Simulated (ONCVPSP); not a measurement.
Pseudopotential generation for Al (Z = 13): ONCV, Wu-Cohen, scalar-relativistic.

The input file (ONCVPSP 4.0.1):

```
# ATOM AND REFERENCE CONFIGURATION
# atsym  z   nc   nv     iexc    psfile
  Al 13.00    1    4  -118130      upf
#
#   n    l    f
    1    0    2.00
    2    0    2.00
    2    1    6.00
    3    0    1.50
    3    1    1.50
#
# PSEUDOPOTENTIAL AND OPTIMIZATION
# lmax
    1
#
#   l,   rc,      ep,       ncon, nbas, qcut
    0    1.20    0.00    4    7    9.00
    1    1.25    0.00    4    8   11.20
#
# LOCAL POTENTIAL
# lloc, lpopt,  rc(5),   dvloc0
    4    5    1.15    0.00
#
# VANDERBILT-KLEINMAN-BYLANDER PROJECTORs
# l, nproj, debl
    0    2    3.70
    1    2    0.50
#
# MODEL CORE CHARGE
# icmod, fcfact, rcfact
    1    0.35    0.00
#
# LOG DERIVATIVE ANALYSIS
# epsh1, epsh2, depsh
   -6.00    5.00    0.04
#
# OUTPUT GRID
# rlmax, drl
    6.00    0.01
#
# TEST CONFIGURATIONS
# ncnf
    4
# nvcnf
#   n    l    f
    4
    2    0    2.00
    2    1    6.00
    3    0    2.00
    3    1    1.00
#
    4
    2    0    2.00
    2    1    6.00
    3    0    2.00
    3    1    0.00
#
    4
    2    0    2.00
    2    1    6.00
    3    0    1.00
    3    1    0.00
#
    4
    2    0    1.00
    2    1    6.00
    3    0    2.00
    3    1    1.00
#
```

Command:

```bash
oncvpsp.x < Al.dat > Al.out
```

The program printed (shortened: citation, most of the input echo, consistency checks and plot data are left out):

```
ONCVPSP  (Optimized Norm-Conservinng Vanderbilt PSeudopotential)
scalar-relativistic version 4.0.1

#   n    l    f        energy (Ha)
    1    0    2.00    -5.5524345E+01
    2    0    2.00    -4.0009274E+00
    2    1    6.00    -2.5938799E+00
    3    0    1.50    -2.9921286E-01
    3    1    1.50    -1.1067439E-01

Reference configufation results
  iterations    22
  all-electron total energy (Ha)   -2.42377083D+02

Begin loop to  construct optimized pseudo wave functions
and semi-local pseudopoentials for all angular momenta

Calculating optimized projector #   1

 for l=   0

    Fraction of norm inside rc  0.962331
    Optimizing pswf for qcut=   9.00 a_B^-1,  ecut=  40.49 Ha
    Residual kinetic energy error=  1.95D-06 Ha

    Energy error per electron        Cutoff
         Ha          eV             Ha
         0.01000     0.27211       20.05
         0.00100     0.02721       26.69
         0.00010     0.00272       32.61
         0.00001     0.00027       37.14

Calculating optimized projector #   2

 for l=   0

    Fraction of norm inside rc  0.052812
    Optimizing pswf for qcut=   9.00 a_B^-1,  ecut=  40.49 Ha
    Residual kinetic energy error=  1.77D-06 Ha

    Energy error per electron        Cutoff
         Ha          eV             Ha
         0.01000     0.27211       13.57
         0.00100     0.02721       19.76
         0.00010     0.00272       24.90
         0.00001     0.00027       29.30

Calculating optimized projector #   1

 for l=   1

    Fraction of norm inside rc  0.959401
    Optimizing pswf for qcut=  11.21 a_B^-1,  ecut=  62.78 Ha
    Residual kinetic energy error=  9.78D-06 Ha

    Energy error per electron        Cutoff
         Ha          eV             Ha
         0.01000     0.27211       42.79
         0.00100     0.02721       50.75
         0.00010     0.00272       56.81
         0.00001     0.00027       64.53

Calculating optimized projector #   2

 for l=   1

    Fraction of norm inside rc  0.029629
    Optimizing pswf for qcut=  11.21 a_B^-1,  ecut=  62.78 Ha
    Residual kinetic energy error=  5.69D-06 Ha

    Energy error per electron        Cutoff
         Ha          eV             Ha
         0.01000     0.27211       32.68
         0.00100     0.02721       44.58
         0.00010     0.00272       53.52
         0.00001     0.00027       60.95

Construct Vanderbilt / Kleinmman-Bylander projectors

B matrix Hermiticity error, ll=   0
   1   2    2.9236E-04

  Orthonormal projector coefficients -1.8813E+00  1.3159E+00

B matrix Hermiticity error, ll=   1
   1   2    1.2878E-04

  Orthonormal projector coefficients -1.0889E+01 -3.3232E+00

Model core correction analysis
  based on d2Exc/dn_idn_j

d2excae - all-electron derivatives

   -7.583632D-02   -6.835193D-02   -2.607012D-03   -1.268648D-03
   -6.845051D-02   -7.257417D-02   -2.567058D-03   -1.637419D-03
   -3.655310D-03   -3.627151D-03   -2.425744D-04   -7.437939D-05
   -1.700970D-03   -2.078258D-03   -1.135673D-04   -5.516038D-05

d2excps - pseudofunction derivatives with no core correction

   -8.246294D-02   -6.916283D-02   -3.523904D-03   -1.640759D-03
   -6.926158D-02   -7.018939D-02   -2.327954D-03   -1.499598D-03
   -4.573179D-03   -3.388049D-03   -3.011817D-04   -8.181305D-05
   -2.073171D-03   -1.940425D-03   -1.210032D-04   -5.133103D-05

rms 2nd derivative error    1.820556E-03

Polynomial model core charge

d2excps - pseudofunction derivatives with core correction

   -7.202464D-02   -6.767662D-02   -2.758271D-03   -1.566841D-03
   -6.777426D-02   -6.985419D-02   -2.216695D-03   -1.478514D-03
   -3.806615D-03   -3.276766D-03   -2.451213D-04   -7.644762D-05
   -1.999174D-03   -1.919343D-03   -1.156377D-04   -5.020429D-05

rms 2nd derivative error    1.208310E-03

Pseudoatom total energy  -78.006663

Diagnostic tests using Vanderbilt-Kleinman-Bylander pseudopotentials
  1 or more projectors used as specified by nproj input data

   l    rcore       rmatch      e in        delta e   norm test  slope test

   0   1.2009731   1.2374373  -4.0009274   0.0000092   1.0001632   1.0001444
   0   1.2009731   1.2374373  -0.2992129   0.0000048   1.0000310   1.0000242

   1   1.2523311   1.2903546  -2.5938799  -0.0000014   1.0001438   1.0001433
   1   1.2523311   1.2903546  -0.1106744   0.0000043   1.0000410   1.0000357

 Testing for bound ghosts
   n   l    E NL Schr. Eq   E Basis Diag.   E Cutoff

   1   0       -4.000918       -4.000916    131.72
   2   0       -0.299208       -0.149265    131.72

   2   1       -2.593881       -2.593864    193.83
   3   1       -0.110670        0.108812    193.83

 Testing for highly-localized positive-energy ghosts
       l    <radius>/rc     E Basis Diag.   E Cutoff

Test configuration 0

   n   l     f        eae           eps        diff
   1   0  2.0000  -55.52434497
   2   0  2.0000   -4.00092737   -4.00091822    9.15D-06
   2   1  6.0000   -2.59387990   -2.59388126   -1.36D-06
   3   0  1.5000   -0.29921286   -0.29920804    4.82D-06
   3   1  1.5000   -0.11067439   -0.11067010    4.28D-06

    Total energies and differences
      AE_ref= -2.42377083D+02  AE_tst= -2.42377083D+02  dif=  0.00D+00
      PS_ref= -7.80066625D+01  PS_tst= -7.80066625D+01  dif=  1.14D-13
      PSP excitation error= -1.14D-13

Test configuration 1

   n   l     f        eae           eps        diff
   1   0  2.0000  -55.48907383
   2   0  2.0000   -3.96653572   -3.96571083    8.25D-04
   2   1  6.0000   -2.55974933   -2.55918400    5.65D-04
   3   0  2.0000   -0.28370818   -0.28368260    2.56D-05
   3   1  1.0000   -0.09847204   -0.09846671    5.32D-06

    Total energies and differences
      AE_ref= -2.42377083D+02  AE_tst= -2.42470541D+02  dif= -9.35D-02
      PS_ref= -7.80066625D+01  PS_tst= -7.81001161D+01  dif= -9.35D-02
      PSP excitation error= -3.89D-06

Test configuration 2

   n   l     f        eae           eps        diff
   1   0  2.0000  -55.80181481
   2   0  2.0000   -4.27377193   -4.27244196    1.33D-03
   2   1  6.0000   -2.86737524   -2.86568093    1.69D-03
   3   0  2.0000   -0.54394357   -0.54388080    6.28D-05

    Total energies and differences
      AE_ref= -2.42377083D+02  AE_tst= -2.42259665D+02  dif=  1.17D-01
      PS_ref= -7.80066625D+01  PS_tst= -7.78892585D+01  dif=  1.17D-01
      PSP excitation error=  1.41D-05

Test configuration 3

   n   l     f        eae           eps        diff
   1   0  2.0000  -56.26708859
   2   0  2.0000   -4.72528122   -4.72581479   -5.34D-04
   2   1  6.0000   -3.31877981   -3.31690793    1.87D-03
   3   0  1.0000   -0.86898125   -0.86902184   -4.06D-05

    Total energies and differences
      AE_ref= -2.42377083D+02  AE_tst= -2.41554336D+02  dif=  8.23D-01
      PS_ref= -7.80066625D+01  PS_tst= -7.71839344D+01  dif=  8.23D-01
      PSP excitation error=  1.95D-05

Test configuration 4

   n   l     f        eae           eps        diff
   1   0  2.0000  -56.70944930
   2   0  1.0000   -4.91000866   -4.95300963   -4.30D-02
   2   1  6.0000   -3.52140416   -3.51272540    8.68D-03
   3   0  2.0000   -0.66863549   -0.67076811   -2.13D-03
   3   1  1.0000   -0.42249349   -0.42206426    4.29D-04

    Total energies and differences
      AE_ref= -2.42377083D+02  AE_tst= -2.38043189D+02  dif=  4.33D+00
      PS_ref= -7.80066625D+01  PS_tst= -7.36525151D+01  dif=  4.35D+00
      PSP excitation error= -2.03D-02
```

The run took about 2.8 s on one core of a shared server CPU.
